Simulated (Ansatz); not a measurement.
Stepwise reaction of `F[Si](F)(Cl)Cl` with hydrogen sulfide, as a gas-phase model of exchange steps in deposition or etching. ΔE in kJ/mol.

Computed with Ansatz on PBE0-D4/def2-TZVP structures; ΔE is electronic, products minus reactants. CCSD(T)/CBS adds triple-zeta CCSD(T) − MP2 to the extrapolated MP2 energy (def2 sets, frozen cores). This one scheme is used for every species. Functionals use def2-TZVPP. B3LYP here is the variant with VWN-RPA as its local correlation; programs differ in this. Each species was taken in one conformer, which may not be the lowest.

| step | reaction | PBE-D4 | B3LYP-D4 | ωB97M-V | CCSD(T)/CBS |
| --- | --- | --- | --- | --- | --- |
| 1 | `F[Si](F)(Cl)Cl` + H₂S → `F[Si](S)(Cl)Cl` + H–F | 71.1 | 86.1 | 87.4 | 83.9 |

(1) Give the row of step 2, `F[Si](S)(Cl)Cl` + H₂S → `S[Si](S)(Cl)Cl` + H–F. (An estimate is asked.)

(2) By hand: ΔE of the 2 steps together at CCSD(T)/CBS.

Answers

(1) Computed: 
| step | reaction | PBE-D4 | B3LYP-D4 | ωB97M-V | CCSD(T)/CBS |
| --- | --- | --- | --- | --- | --- |
| 2 | `F[Si](S)(Cl)Cl` + H₂S → `S[Si](S)(Cl)Cl` + H–F | 67.7 | 82.4 | 84.1 | 77.6 |

(2) (83.9) + (77.6) = 161.5 kJ/mol, or 80.8 kJ/mol a step.

In ΔE each step is lower than the one before. All are uphill at CCSD(T)/CBS. PBE-D4 differs from CCSD(T)/CBS by -12.8 to -9.9 kJ/mol a step. Isolated molecules leave out the surface, adducts and barriers. Largest T1 diagnostic: 0.010.
